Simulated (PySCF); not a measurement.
NaF, SMILES [Na][F].

The structure is a stationary point at B3LYP-D3(BJ)/def2-TZVPD.

These are CAM-B3LYP/def2-TZVPD (PySCF) values and carry that method's errors.

| Quantity | Result |
|---|---|
| total energy | -262.19483 hartree |
| point group | C∞v |
| highest occupied level | -8.46 eV |
| lowest empty level | -1.08 eV |
| orbital gap | 7.38 eV |
| dipole moment | 8.08 D |
| quadrupole, principal values (traceless, Buckingham form, about the centre of nuclear charge) | -0.15, 0.08, 0.08 D·Å |
| mean static polarisability | 12.9 bohr³ (1.92 Å³) |
| polarisability, principal values | 12.1, 12.1, 14.6 bohr³ |
